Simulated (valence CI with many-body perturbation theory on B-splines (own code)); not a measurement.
**Lu³⁸⁺: fill in the table**

Computed by valence CI with perturbative core correlation (CI+MBPT): five valence electrons over a frozen Dirac-Fock core [Ar] 3d10, radial functions for each j: 9 s, 9 p, 8 d, 6 f, 3 g, 1 h, with the one-electron correlation potential Σ1, the two-electron term Σ2, the three-electron term Σ3, Breit, model QED; selected CI, second order for the rest (own B-spline code, finite nucleus).

No measured spectrum was set against this ion. As an estimate, large intervals hold to a few tenths of a per cent, small ones and those within an open d or f shell to about a per cent. Among the levels kept, up to 300 cm⁻¹ of a level comes from second order outside the variational space, and about a tenth of that is noise between levels of different J, which matters for small intervals.

```tsv
Level	E (cm⁻¹)
(4s^2 4p1/2^2 4p3/2) J=3/2	0
(4s^2 4p1/2 4p3/2^2) J=3/2	567750
(4s^2 4p1/2 4p3/2^2) J=5/2	609170
(4s^2 4p1/2 4p3/2^2) J=1/2	?
(4s^2 4p1/2^2 4d3/2) J=3/2	1152800
(4s^2 4p3/2^3) J=3/2	1236300
(4s 4p1/2^2 4p3/2^2) J=5/2	1260000
(4s^2 4p1/2^2 4d5/2) J=5/2	1370600
(4s 4p1/2^2 4p3/2^2) J=1/2	?
(4s 4p1/2^2 4p3/2^2) J=3/2	?
(4s^2 4p1/2 4p3/2 4d3/2) J=3/2 [a]	1719200
(4s^2 4p1/2 4p3/2 4d3/2) J=5/2 [a]	1719400
(4s^2 4p1/2 4p3/2 4d3/2) J=1/2 [a]	1722700
(4s^2 4p1/2 4p3/2 4d3/2) J=7/2	?
(4s^2 4p1/2 4p3/2 4d5/2) J=3/2 [a]	?
(4s^2 4p1/2 4p3/2 4d5/2) J=7/2 [a]	?
(4s^2 4p1/2 4p3/2 4d5/2) J=5/2 [a]	1861600
(4s^2 4p1/2 4p3/2 4d3/2) J=5/2 [b]	1870900
(4s^2 4p1/2 4p3/2 4d3/2) J=3/2 [b]	1877200
(4s^2 4p1/2 4p3/2 4d3/2) J=1/2 [b]	1880900
```

Levels are named by their leading jj configuration (3d3/2^4 stands for four electrons in 3d with j = 3/2), which in mixed levels can hold well under half, so a name can repeat and another be missing. Letters in brackets count levels of one name in rising energy.

Task: The levels stand in rising order. What does the calculation give for the missing energies?

Result: (4s^2 4p1/2 4p3/2^2) J=1/2 661190; (4s 4p1/2^2 4p3/2^2) J=1/2 1409600; (4s 4p1/2^2 4p3/2^2) J=3/2 1427800; (4s^2 4p1/2 4p3/2 4d3/2) J=7/2 1760600; (4s^2 4p1/2 4p3/2 4d5/2) J=3/2 [a] 1824000; (4s^2 4p1/2 4p3/2 4d5/2) J=7/2 [a] 1849500.
